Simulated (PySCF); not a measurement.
Cl₂Ge, SMILES [Cl][Ge][Cl] (connectivity only; charge and spin as stated), charge -1, multiplicity 2. Atoms are numbered in the order given.

```xyz
3

Ge     0.0000     0.0000     0.7930
Cl     0.0000    -1.8309    -0.7463
Cl     0.0000     1.8309    -0.7463
```
Charge -1, spin multiplicity 2.

Geometry optimised at B3LYP-D3(BJ)/def2-SVPD. The spin state was assumed, not searched. The isomer is the one that the SMILES or the coordinates give; other isomers of the formula were not compared.

Level of theory: PBE0/def2-TZVPD in PySCF.

Isolated molecule, no solvent. A positive occupied level means that this level leaves the electron formally unbound; only the finite basis holds it.

Problem. Estimate the frontier levels, dipole moment and polarisability. (The exact figures need the calculation; the answer reports its results.)

Solution. 
The α spin, highest occupied and lowest empty level is 0.01 and 3.49 eV. The β spin, highest occupied and lowest empty level is -2.78 and 3.03 eV and the dipole moment about the centre of nuclear charge is 2.00 D. The mean static polarisability comes out as 89.0 bohr³ (13.19 Å³) and the polarisability, principal values is 77.4, 88.4, 101.2 bohr³. The ⟨S²⟩ is 0.755 (pure state 0.75).
